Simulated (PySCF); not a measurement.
**Distorted geometries of Eu2I6**

Eu2I6 (singlet in the valence; each metal's 4f electrons, 6 of them, lie in its core potential, out of spins and levels). PySCF 2.14.0, RKS PBE, Eu lcecp-1-SVP with ECP52, I def2-SVP with ECP28; non-relativistic Hamiltonian with scalar-relativistic core potentials where named; density fitting; no spin-orbit coupling. Relaxed geometry:

```xyz
8

Eu    0.0000    0.0000    2.1654
Eu    0.0000    0.0000   -2.1654
I     2.1940    0.0000    0.0000
I    -2.1940    0.0000    0.0000
I     0.0000    2.4375    3.6731
I     0.0000   -2.4375    3.6731
I     0.0000    2.4375   -3.6731
I     0.0000   -2.4375   -3.6731
```

**Question.** Order these distorted geometries by energy above the relaxed one, lowest first.
A.
```xyz
8

Eu    0.0872    0.0525    2.1421
Eu    0.0158    0.0220   -2.1104
I     2.1341   -0.0506    0.0776
I    -2.2598   -0.1055   -0.0604
I     0.0381    2.4834    3.6842
I    -0.0378   -2.3691    3.6112
I     0.0791    2.4551   -3.6623
I    -0.0565   -2.4878   -3.6821
```
B.
```xyz
8

Eu    0.2256   -0.1838    1.8803
Eu    0.0819   -0.2894   -2.1451
I     1.9947    0.0272   -0.0559
I    -1.9695    0.1236    0.1460
I    -0.1197    2.6860    3.8924
I    -0.2255   -2.5038    3.9233
I     0.1557    2.5431   -3.9948
I    -0.1431   -2.4028   -3.6463
```
C.
```xyz
8

Eu   -0.0123   -0.0794    2.1512
Eu    0.0300    0.0854   -2.1297
I     2.1590   -0.1421   -0.0418
I    -2.1792    0.0422   -0.0553
I    -0.0163    2.4285    3.7306
I     0.0386   -2.4127    3.6583
I    -0.0415    2.4971   -3.6243
I     0.0216   -2.4190   -3.6891
```

**Answer.** C (0.13 eV), A (0.16 eV), B (3.35 eV).

**Question.** Which forces (eV/Å) act in the one that lies 3.35 eV up?

**Answer.** 
```
Eu  -2.30  0.24  6.28
Eu  -0.84  4.32 -0.42
I    4.07  0.29 -1.96
I   -1.16  0.01 -0.94
I    0.25 -1.41 -1.11
I    0.27  0.85 -1.04
I   -0.01 -1.52  0.99
I   -0.28 -2.78 -1.81
```
Forces carry noise of the integration grid, about 0.01 to 0.03 eV/Å.

A frequency check found unstable modes (3, the lowest at -9 cm⁻¹), so the relaxed geometry is a saddle point, or these are noise. An lcecp potential fixes the number of 4f electrons, so in runs with it no electron can move into or out of that shell.
